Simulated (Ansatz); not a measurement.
Mulliken charges of CH3FS2W (`[CH3][W]([F])(=[S])=[S]`) from B3LYP/def2-TZVPP in Ansatz (PBE0-D4/def2-TZVP geometry).

| atom | x (Å) | y (Å) | z (Å) | charge (e) |
| --- | --- | --- | --- | --- |
| C1 | -0.901 | -0.158 | 0.637 | -0.447 |
| W2 | 0.837 | 0.081 | -0.497 | 0.781 |
| F3 | 2.216 | -0.882 | 0.273 | -0.303 |
| S4 | 0.294 | -0.592 | -2.427 | -0.206 |
| S5 | 1.158 | 2.171 | -0.521 | -0.206 |
| H6 | -0.703 | 0.203 | 1.652 | 0.122 |
| H7 | -1.156 | -1.222 | 0.659 | 0.122 |
| H8 | -1.745 | 0.398 | 0.225 | 0.137 |

Problem. By hand: the dipole of these point charges (1 e Å = 4.8032 D).

Solution. Σ q r = (-0.380, 0.006, 0.164) e Å, of length 0.414 e Å = 1.99 D.

Problem. How does the dipole of the full density compare? (An estimate is asked.)

Solution. The calculation gave: (-0.292, -0.132, 0.324) e Å, 2.19 D; the point charges give 0.91 times that, at 30° from its direction.

Point charges leave out the atoms' own dipoles, such as those of lone pairs, and Mulliken's split depends on the basis, so the two needn't agree.

B3LYP here is the variant with VWN-RPA as its local correlation; programs differ in this.
